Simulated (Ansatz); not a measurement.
Molecule: RbCl, charge 0, multiplicity 1. 
Structure (B3LYP-D3(BJ)/def2-TZVP (Ansatz, a first-principles code) minimum search):
```xyz
2

Rb     0.0000     0.0000    -0.9024
Cl     0.0000     0.0000     1.9640
```

Basis-set convergence of Hartree-Fock and CCSD(T) correlation energies (hartree) with Ansatz. Cores are frozen in the correlated levels unless marked. Spin-orbit coupling is left out. Frozen are the shells of the preceding noble gas and the d and f shells that filled before the atom's block. The outer core of K, Ca and their heavier congeners is not correlated, a term that matters for these elements. In def2 rows, elements after Kr have scalar-relativistic effective core potentials.

```csv
basis,functions,E(HF),"E(corr, CCSD(T))"
def2-SVP,42,-483.23557,-0.15010
def2-TZVPP,82,-483.39512,-0.22405
def2-QZVPP,133,-483.40936,-0.24849
```

Extrapolating the two largest sets (X = 3 and 4) as X^-3: E(corr) = (64·(-0.24849) - 27·(-0.22405))/37 = -0.2663 Eh, an estimate of the basis-set limit. The largest set recovers 93.3 % of it, the smallest 56.4 %.
